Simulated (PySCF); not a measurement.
Species: CH₁₀N₂OSi₂.
Structure used (GFN2-xTB), in Å, numbered top down from 1:
```xyz
16
CH10N2OSi2 angstrom
C     -3.018    0.476    0.061
N     -1.637    0.370   -0.337
Si    -0.410   -0.105    0.770
N      1.023   -0.160   -0.193
Si     2.601   -0.551    0.392
O      3.676   -0.417   -0.822
H     -3.242    1.418    0.577
H     -3.669    0.397   -0.812
H     -3.246   -0.341    0.741
H     -1.398    1.072   -1.022
H     -0.833   -1.407    1.299
H     -0.116    0.813    1.879
H      0.861   -0.404   -1.158
H      2.789   -1.943    0.778
H      2.867    0.401    1.466
H      3.742    0.391   -1.323
```

Method used: TDDFT CAM-B3LYP/def2-SVPD, vertical, gas phase, core orbitals frozen in the response in PySCF.

Transition dipole moments from the ground state, in atomic units and in the frame of the coordinates above (overall signs are arbitrary), for the states with f of 0.002 or more among the lowest 7:

```json
{"state": "S1", "E (eV)": "6.070", "μx": "-0.145", "μy": "0.006", "μz": "-0.069"}
{"state": "S2", "E (eV)": "6.617", "μx": "0.221", "μy": "-0.122", "μz": "-0.054"}
{"state": "S3", "E (eV)": "6.675", "μx": "-0.119", "μy": "0.026", "μz": "0.013"}
{"state": "S4", "E (eV)": "6.815", "μx": "0.118", "μy": "0.160", "μz": "-0.143"}
{"state": "S5", "E (eV)": "7.053", "μx": "0.105", "μy": "-0.009", "μz": "0.046"}
{"state": "S6", "E (eV)": "7.311", "μx": "-0.042", "μy": "-0.331", "μz": "-0.181"}
{"state": "S7", "E (eV)": "7.533", "μx": "-0.501", "μy": "-0.034", "μz": "-0.053"}
```

Problem. What oscillator strength does each state have?

Solution. f = (2/3) ΔE |μ|² with ΔE in hartree (27.2114 eV).

```json
{"state": "S1", "|μ|² (au)": "0.026", "|μ| (D)": "0.41", "f": "0.004"}
{"state": "S2", "|μ|² (au)": "0.066", "|μ| (D)": "0.65", "f": "0.011"}
{"state": "S3", "|μ|² (au)": "0.015", "|μ| (D)": "0.31", "f": "0.002"}
{"state": "S4", "|μ|² (au)": "0.060", "|μ| (D)": "0.62", "f": "0.010"}
{"state": "S5", "|μ|² (au)": "0.013", "|μ| (D)": "0.29", "f": "0.002"}
{"state": "S6", "|μ|² (au)": "0.144", "|μ| (D)": "0.96", "f": "0.026"}
{"state": "S7", "|μ|² (au)": "0.255", "|μ| (D)": "1.28", "f": "0.047"}
```

Problem. What angle do the transition dipoles of S6 and S7 make?

Solution. |cos θ| = |μa·μb| / (|μa| |μb|) = 0.22, so θ ≈ 77° (taken between 0 and 90°, since the signs are arbitrary).

Problem. How is the summed strength of these states shared among x, y and z?

Solution. (2/3) Σ ΔE μα² gives 0.064 for x, 0.027 for y and 0.011 for z, 0.102 in all.

Problem. What peak molar absorption coefficient would the strongest computed level give as a lone Gaussian band 0.4 eV wide at half height?

Solution. ε(max) = 2.175×10⁸ f / FWHM, with the width in cm⁻¹. S7: 2.175×10⁸ × 0.0471 / 3226 ≈ 3200 L mol⁻¹ cm⁻¹.

One conformer stands for the species.

Without π bonds the low states may be Rydberg-like; a valence basis with one diffuse set may place them up to an eV too high.
